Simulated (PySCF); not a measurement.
Species: C8H20AlO4 (charge -1).
Structure used (PBE0-D3(BJ)/def2-SVP), in Å, numbered top down from 1:
```xyz
33
C8H20AlO4 angstrom
C      0.147    0.706    2.800
C      0.539   -0.733    2.483
O      0.375   -1.085    1.166
Al    -0.128   -0.153   -0.246
O     -1.733    0.525    0.050
C     -2.402    1.351   -0.824
C     -1.944    2.802   -0.721
O     -0.082   -1.225   -1.644
C     -0.345   -2.566   -1.758
C     -1.454   -3.062   -0.837
O      0.972    1.191   -0.610
C      2.251    1.006   -1.086
C      3.224    0.558    0.002
H     -0.906    0.879    2.527
H      0.752    1.404    2.199
H      0.291    0.939    3.870
H     -0.052   -1.408    3.144
H      1.600   -0.880    2.799
H     -3.498    1.309   -0.624
H     -2.288    1.025   -1.884
H     -2.471    3.452   -1.443
H     -2.129    3.188    0.295
H     -0.860    2.850   -0.906
H     -0.624   -2.811   -2.810
H      0.564   -3.180   -1.552
H     -2.390   -2.515   -1.031
H     -1.640   -4.142   -0.970
H     -1.168   -2.876    0.211
H      2.634    1.954   -1.528
H      2.281    0.256   -1.908
H      4.246    0.422   -0.392
H      3.259    1.304    0.813
H      2.881   -0.392    0.441
```

Computed at PBE0/pcSseg-1 (PySCF, non-relativistic), with Q(17O) = −0.0256 b, Q(27Al) = 0.1466 b: O3, 17O (I = 5/2): χzz = -10.76 MHz, η = 0.178; Al4, 27Al (I = 5/2): χzz = -1.964 MHz, η = 0.728; O5, 17O (I = 5/2): χzz = -10.59 MHz, η = 0.213.

Question: Where would the pure quadrupole (NQR) lines of 17O at O3 fall for the rigid, isolated species?

Answer: From the eigenvalues of H = χ/[4I(2I − 1)] × [3Iz² − I(I + 1) + η(Ix² − Iy²)], steps between neighbouring levels, labelled as for η = 0: ±1/2↔±3/2 1.668 MHz, ±3/2↔±5/2 3.207 MHz (oxygen bonded to Al and C).

Question: Find the zero-field quadrupole resonance frequencies of 27Al at Al4.

Answer: From the eigenvalues of H = χ/[4I(2I − 1)] × [3Iz² − I(I + 1) + η(Ix² − Iy²)], steps between neighbouring levels, labelled as for η = 0: ±1/2↔±3/2 0.431 MHz, ±3/2↔±5/2 0.543 MHz (aluminium bonded to 4 O).

Question: Find the zero-field quadrupole resonance frequencies of 17O at O5.

Answer: From the eigenvalues of H = χ/[4I(2I − 1)] × [3Iz² − I(I + 1) + η(Ix² − Iy²)], steps between neighbouring levels, labelled as for η = 0: ±1/2↔±3/2 1.665 MHz, ±3/2↔±5/2 3.148 MHz (oxygen bonded to Al and C).

In a crystal, neighbours and librations shift these lines. The pcSseg-1 basis has no diffuse functions, a weakness for an anion. The basis is small and wasn't made for field gradients, so the couplings can be 20 % off.

One conformer stands for the species.
